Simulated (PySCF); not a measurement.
Si(H)(F)(OH)2 (FH3O2Si), SMILES O[SiH](O)F. Atoms are numbered in the order given.

```xyz
7

Si     0.3330     0.0308    -0.0961
O     -0.3387     1.4854    -0.4295
O     -0.5191    -1.1334    -0.8910
F      0.2464    -0.3167     1.4853
H      1.7620     0.1062    -0.4466
H     -1.2993     1.5269    -0.4641
H     -0.4802    -2.0304    -0.5474
```

Geometry: PBE0-D3(BJ)/def2-SVP. Other conformers were not sampled.

These are TDA-LC-ωPBE/def2-SVPD (PySCF) values and carry that method's errors.

Vertical excitations. 

```json
[
 {"state": "S1", "energy (eV)": "8.94", "λ (nm)": "139", "f": "0.041", "main pairs": "HOMO→LUMO 50 %, HOMO→LUMO+1 18 %, HOMO−1→LUMO 11 %"},
 {"state": "S2", "energy (eV)": "9.17", "λ (nm)": "135", "f": "0.034", "main pairs": "HOMO−1→LUMO 43 %, HOMO−1→LUMO+1 28 %, HOMO→LUMO 7 %"},
 {"state": "S3", "energy (eV)": "9.74", "λ (nm)": "127", "f": "0.067", "main pairs": "HOMO−2→LUMO 37 %, HOMO−1→LUMO+1 11 %, HOMO−2→LUMO+1 9 %, HOMO−4→LUMO 7 %"},
 {"state": "S4", "energy (eV)": "9.94", "λ (nm)": "125", "f": "0.072", "main pairs": "HOMO→LUMO+1 26 %, HOMO−3→LUMO 23 %, HOMO−3→LUMO+1 14 %, HOMO−1→LUMO+1 7 %"},
 {"state": "S5", "energy (eV)": "10.16", "λ (nm)": "122", "f": "0.065", "main pairs": "HOMO→LUMO+2 20 %, HOMO→LUMO+4 14 %, HOMO→LUMO+3 12 %, HOMO−3→LUMO+1 10 %"},
 {"state": "S6", "energy (eV)": "10.51", "λ (nm)": "118", "f": "0.089", "main pairs": "HOMO→LUMO+2 20 %, HOMO→LUMO+3 14 %, HOMO→LUMO+1 11 %, HOMO→LUMO 9 %"},
 {"state": "S7", "energy (eV)": "10.79", "λ (nm)": "115", "f": "0.013", "main pairs": "HOMO−1→LUMO+1 31 %, HOMO−1→LUMO+4 13 %, HOMO−1→LUMO 13 %, HOMO−2→LUMO 12 %"},
 {"state": "S8", "energy (eV)": "10.87", "λ (nm)": "114", "f": "0.037", "main pairs": "HOMO→LUMO+3 17 %, HOMO−4→LUMO 14 %, HOMO−4→LUMO+1 10 %, HOMO−2→LUMO+1 9 %"},
 {"state": "S9", "energy (eV)": "10.97", "λ (nm)": "113", "f": "0.138", "main pairs": "HOMO→LUMO+3 26 %, HOMO−2→LUMO+1 18 %, HOMO→LUMO+2 11 %, HOMO−3→LUMO+1 8 %"},
 {"state": "S10", "energy (eV)": "11.02", "λ (nm)": "113", "f": "0.106", "main pairs": "HOMO−1→LUMO+2 20 %, HOMO−1→LUMO+3 12 %, HOMO→LUMO+1 9 %, HOMO−2→LUMO+2 8 %"},
 {"state": "T1", "energy (eV)": "8.39", "λ (nm)": "148", "f": "0", "main pairs": "HOMO→LUMO 47 %, HOMO→LUMO+1 19 %"},
 {"state": "T2", "energy (eV)": "8.64", "λ (nm)": "143", "f": "0", "main pairs": "HOMO−1→LUMO 36 %, HOMO−1→LUMO+1 31 %"},
 {"state": "T3", "energy (eV)": "9.13", "λ (nm)": "136", "f": "0", "main pairs": "HOMO−2→LUMO 27 %, HOMO→LUMO+1 13 %, HOMO−2→LUMO+1 11 %, HOMO−1→LUMO 11 %"},
 {"state": "T4", "energy (eV)": "9.35", "λ (nm)": "133", "f": "0", "main pairs": "HOMO→LUMO+1 15 %, HOMO→LUMO+2 15 %, HOMO−3→LUMO 10 %, HOMO→LUMO+4 9 %"}
]
```
Triplets are in the Tamm–Dancoff approximation.
